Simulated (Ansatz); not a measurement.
Start from `C[O][Zr]([NH2])([O]C)[O]C` and change one atom or group to get `C[O][Zr]([O]C)([O]C)[O]C`.

Ansatz, PBE0-D4/def2-TZVP geometries, multiplicity 1. Each molecule was computed in one conformer, which needn't be the lowest.

Elements past krypton have def2 core potentials.

```csv
property,`C[O][Zr]([NH2])([O]C)[O]C`
size of the dipole moment (PBE/def2-TZVPP) / D,0.31
HOMO–LUMO gap (PBE/def2-TZVPP) / eV,4.73
HOMO energy (B3LYP/def2-TZVPP) / eV,-6.51
LUMO energy (ωB97M-V/def2-TZVPP) / eV,0.93
HOMO energy (PBE0/def2-TZVPP) / eV,-6.75
LUMO energy (PBE/def2-TZVPP) / eV,-0.63
```

**Question.** What does the change do to each property? (Best estimate.)

**Answer.** Computed: 
```json
{"property": "size of the dipole moment (PBE/def2-TZVPP) / D", "`C[O][Zr]([O]C)([O]C)[O]C`": "0.00", "shift": "-0.31"}
{"property": "HOMO–LUMO gap (PBE/def2-TZVPP) / eV", "`C[O][Zr]([O]C)([O]C)[O]C`": "5.44", "shift": "0.71"}
{"property": "HOMO energy (B3LYP/def2-TZVPP) / eV", "`C[O][Zr]([O]C)([O]C)[O]C`": "-7.27", "shift": "-0.76"}
{"property": "LUMO energy (ωB97M-V/def2-TZVPP) / eV", "`C[O][Zr]([O]C)([O]C)[O]C`": "0.95", "shift": "0.02"}
{"property": "HOMO energy (PBE0/def2-TZVPP) / eV", "`C[O][Zr]([O]C)([O]C)[O]C`": "-7.51", "shift": "-0.76"}
{"property": "LUMO energy (PBE/def2-TZVPP) / eV", "`C[O][Zr]([O]C)([O]C)[O]C`": "-0.55", "shift": "0.08"}
```

With PBE0 the HOMO falls by 0.76 eV and the LUMO rises by 0.07 eV, so the gap widens by about 0.83 eV. PBE moves the HOMO by -0.63 eV and ωB97M-V by -0.76 eV.

B3LYP here is the variant with VWN-RPA as its local correlation; programs differ in this.

Positive LUMOs are unbound, so they and the gaps depend on the basis.
